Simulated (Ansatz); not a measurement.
H$_{3}$O$_{3}$Ti, doublet, geometry from GFN2-xTB (such geometries of metal compounds can be far from the true shape) (the multiplicity is a formal guess); HF/pcseg-1 run with Ansatz (a program for electronic structure).

Ansatz was given this input:
Ansatz 0.2 input:
```yaml
crystal:
  periodic: [false, false, false]
  atoms:
    - {symbol: Ti, position_ang: [-0.00000000, 0.00000000, -0.00000000]}
    - {symbol: O, position_ang: [1.48908689, -0.02114347, -0.87079164]}
    - {symbol: H, position_ang: [2.31453910, -0.49707903, -0.73753591]}
    - {symbol: O, position_ang: [-0.18885001, -0.97643118, 1.40961793]}
    - {symbol: H, position_ang: [-0.92135724, -1.10344426, 2.02030929]}
    - {symbol: O, position_ang: [-1.30023687, 0.99757465, -0.53882628]}
    - {symbol: H, position_ang: [-1.39318186, 1.60052328, -1.28277338]}
basis:
  gaussian:
    orbitals: pcseg-1.json
hamiltonian:
  xc: hf
magnetization: {spin_polarized: true, initial_magnetization: 1}
scf: {lower_state_search: light}
```
The basis file holds pcseg-1 in the JSON format of the Basis Set Exchange.

Question: What does Ansatz print? Leave out banner, timings and long lists.

Answer: 
```
Functional definition: HF
913 factors; integrals over basis functions are off by at most 9.6e-4 eV
mean field evaluation 1: about -29232.0767 eV, gradient 5.0e1 eV
mean field evaluation 2: about -29232.1459 eV, gradient 5.0e1 eV
mean field evaluation 4: about -29243.0403 eV, gradient 5.0e0 eV
mean field evaluation 8: about -29243.9996 eV, gradient 4.5e-1 eV
mean field evaluation 16: about -29244.0313 eV, gradient 1.6e-5 eV
mean field evaluation 32: about -29241.9708 eV, gradient 2.0e1 eV
mean field evaluation 64: about -29243.1780 eV, gradient 6.2e-3 eV
mean field -29244.03126624 eV, -1074.6983267181 hartree, gradient 1.6e-5 eV, S^2 0.755740; 2 other end points of the search recorded, 0 dependent functions left out
reference -29244.03126624 eV, -1074.6983267181 hartree; 25, 24 occupied and 63, 64 virtual orbitals, 913 factors
Total energy: -29244.03126624 eV, -1074.6983267181 hartree
```
